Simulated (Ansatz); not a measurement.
Reaction (formal exchange of groups at a Te–Si bond): `O[SiH2][TeH]` + `FCCl` → `FC(Cl)[TeH]` + `O[SiH3]`

Isolated molecules relaxed with PBE0-D4/def2-TZVP in Ansatz; ΔE leaves out vibrations. CBS: MP2 limit from def2 TZ/QZ plus the TZ coupled-cluster correction, frozen cores. This one scheme is used for every species. Functionals use def2-TZVPP. HSE06 is defined as in plane-wave codes. def2 core potentials past Kr. For Te outer-core shells are correlated without core-valence functions, which leaves a few kJ/mol of doubt a bond. One conformer a species, not always the lowest.

```json
{"species": "`O[SiH2][TeH]`", "HSE06-D4 energy (Eh)": "-635.04967"}
{"species": "`FCCl`", "HSE06-D4 energy (Eh)": "-599.11110"}
{"species": "`FC(Cl)[TeH]`", "HSE06-D4 energy (Eh)": "-867.13165"}
{"species": "`O[SiH3]`", "HSE06-D4 energy (Eh)": "-366.98078"}
```

Q: Work out ΔE.

A: ΔE = (-867.13165) + (-366.98078) − (-635.04967) − (-599.11110) = 0.04834 Eh = +126.9 kJ/mol. CCSD(T)/CBS gives +118.4 kJ/mol.

Q: What do rigid-rotor, harmonic-oscillator terms from PBE0-D4/def2-TZVP frequencies (298.15 K, 1 bar) make of the CCSD(T)/CBS value? (Best estimate.)

A: Computed: ΔZPE = -10.4 kJ/mol, ΔH = +108.5 kJ/mol, ΔS = -4 J/(mol·K), ΔG = +109.6 kJ/mol.

Largest T1 diagnostic among the species: 0.011.

In def2-TZVPP, CCSD(T) changes the Hartree–Fock value by −14.0 kJ/mol (the triples alone add −2.6 kJ/mol) and MP2 by −11.1 kJ/mol. From PBE to PBE0 (25 % exact exchange), in def2-TZVPP and without D4, ΔE moves by +7.2 kJ/mol.
